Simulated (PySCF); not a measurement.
**Name the molecule from its bond curve**

A diatomic of charge 0 contains Y (the partner may be the same element). Its quintet curve at PBE0 in a triple-zeta basis (scalar-relativistic core potentials, PySCF), in eV from the separated fragments:

R (Å), E (eV) and a bar:
```
    2.478     -0.662 ####################
    2.594     -0.989 #########
    2.709     -1.185 ###
    2.796     -1.259 #
    2.882     -1.283 
    2.969     -1.262 #
    3.084     -1.180 ###
    3.228     -1.012 #########
    3.401     -0.746 #################
    3.631     -0.342 ##############################
```

The fit gives ωe = 189 cm⁻¹ and the rotational constant Bₑ = 0.04565 cm⁻¹.

Problem. Which atom is the partner?

Solution. The minimum lies at 2.882 Å, so the reduced mass is 16.8576 u Å² cm⁻¹/(Bₑ·Re²) = 44.46 u. With Y at 88.91 u the partner weighs about 88.9 u: Y. The molecule is Y2.

Spin–orbit coupling is left out. With d or f electrons several states lie close, and the lowest PBE0 determinant need not be the measured ground state.
